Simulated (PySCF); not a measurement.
**Magnetisability: `Br[Si-](Br)C1C[Se]C1`, [C₃H₅Br₂SeSi]-, charge -1**

Geometry (Å), atoms numbered from 1 in this order:
```xyz
12

Br    1.3759    2.9007   -0.4734
Si    1.1810    0.9010    0.8476
Br    3.2385   -0.1272    0.1441
C     0.0794   -0.0348   -0.4064
C    -0.1269   -1.3781    0.2747
Se   -1.4104   -0.5515    1.5226
C    -1.3022    0.5312   -0.1219
H     0.3523   -0.0866   -1.4679
H    -0.6600   -2.1230   -0.3279
H     0.7403   -1.8363    0.7542
H    -1.3790    1.6084    0.0377
H    -2.0876    0.1955   -0.8094
```

Total charge -1.

Level of theory: GIAO B3LYP/aug-pcSseg-1 magnetisability, rotational g tensor and spin-rotation constants, non-relativistic, gas phase in PySCF. Geometry: GFN2-xTB.

The calculation is non-relativistic, which matters for the atoms heavier than Zn. For an ion the centre-of-mass motion in the field is neglected.

Task: What are the magnetisability and the molar susceptibility?

Result: Isotropic -2151 × 10⁻³⁰ J/T², or -129.5 × 10⁻⁶ cm³/mol; principal values -2364, -2253, -1836 × 10⁻³⁰ J/T², anisotropy 482 × 10⁻³⁰ J/T² (root of half the summed squared differences of the principal values). The susceptibility is in cgs units.

Task: Split it along the inertial axes a, b, c into diamagnetic and paramagnetic parts about the centre of mass, with the quadrupole moment.

Result: 
| axis | χ (10⁻⁶ cm³/mol) | diamagnetic (10⁻⁶ cm³/mol) | paramagnetic (10⁻⁶ cm³/mol) | summed x² of all electrons (Å²) | quadrupole Θ (D Å) |
| --- | --- | --- | --- | --- | --- |
| a | -134.6 | -1412.4 | 1277.8 | 548.5 | -16.40 |
| b | -135.7 | -2561.1 | 2425.4 | 277.8 | +0.82 |
| c | -118.3 | -3505.7 | 3387.4 | 55.1 | +15.58 |

Anisotropies 2χaa − χbb − χcc = -15.2 and 2χbb − χaa − χcc = -18.5 × 10⁻⁶ cm³/mol. Θ is traceless in Buckingham's convention.

Task: And the rotational g tensor?

Result: 
```
axis  rotational constant (GHz)        g  nuclear part  electronic part
   a                     0.8186  -0.0172        0.4743          -0.4914
   b                     0.4075  -0.0103        0.4541          -0.4644
   c                     0.2909  -0.0109        0.4521          -0.4630
```
Asymmetric top; isotopes 79Br, 12C, 1H, 80Se, 28Si; no vibrational averaging.
